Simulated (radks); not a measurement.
The numbers below are computed, except where a source is named.
Trend from Lu2+ to Hg2+: ionisation energy by Delta-SCF between NIST ground configurations, and size. Level of theory: Dirac Kohn-Sham, LDA (Slater exchange, Perdew-Wang correlation), spin-unpolarised, spherical densities, finite nucleus; open shells are shared between the two j in proportion to 2j + 1; Fermi nuclear charge, rms radius of each element as measured or else 0.836 A^(1/3) + 0.57 fm (a radial shooting solver on a logarithmic mesh with Libxc functionals).

| species | configuration | configuration of the ion | IE (eV) | NIST (eV) | kind | -e(HOMO) (eV) | outermost | <r> outermost (bohr) | r at 0.001 e/bohr^3 (bohr) |
|---|---|---|---|---|---|---|---|---|---|
| Lu2+ | [Xe] 4f14 6s1 | [Xe] 4f14 | 21.290 | 20.959 | exp. | 17.911 (6s1/2) | 6s1/2 | 3.03 | 4.04 |
| Hf2+ | [Xe] 4f14 5d2 | [Xe] 4f14 5d1 | 22.093 | 22.55 | theory | 16.778 (5d5/2) | 5d5/2 | 2.13 | 3.71 |
| Ta2+ | [Xe] 4f14 5d3 | [Xe] 4f14 5d2 | 23.919 | 23 | theory | 18.344 (5d5/2) | 5d5/2 | 2.01 | 3.76 |
| W2+ | [Xe] 4f14 5d4 | [Xe] 4f14 5d3 | 25.697 | 26.0 | semi-emp. | 19.856 (5d5/2) | 5d5/2 | 1.90 | 3.75 |
| Re2+ | [Xe] 4f14 5d5 | [Xe] 4f14 5d4 | 27.439 | 27 | theory | 21.327 (5d5/2) | 5d5/2 | 1.81 | 3.71 |
| Os2+ | [Xe] 4f14 5d6 | [Xe] 4f14 5d5 | 29.151 | 25 | theory | 22.766 (5d5/2) | 5d5/2 | 1.72 | 3.67 |
| Ir2+ | [Xe] 4f14 5d7 | [Xe] 4f14 5d6 | 30.841 | 28 | theory | 24.179 (5d5/2) | 5d5/2 | 1.65 | 3.62 |
| Pt2+ | [Xe] 4f14 5d8 | [Xe] 4f14 5d7 | 32.514 | 29 | theory | 25.572 (5d5/2) | 5d5/2 | 1.58 | 3.56 |
| Au2+ | [Xe] 4f14 5d9 | [Xe] 4f14 5d8 | 34.174 | 30 | theory | 26.948 (5d5/2) | 5d5/2 | 1.52 | 3.51 |
| Hg2+ | [Xe] 4f14 5d10 | [Xe] 4f14 5d9 | 35.823 | 34.49 | exp. | 28.311 (5d5/2) | 5d5/2 | 1.47 | 3.45 |

Reference values: NIST Atomic Spectra Database (exp. = measured, semi-emp. = semi-empirical, theory = theoretical value adopted there). Spin polarisation and multiplet splitting are left out, so open shells lie too high by an amount that depends on their filling. Sharing an open shell by 2j + 1 raises it above the true ground level by a part of the spin-orbit splitting, which enters the differences from NIST.

Beside tabulated values, note that spin-unpolarised runs miss the spin-polarisation part of the exchange energy of open shells.
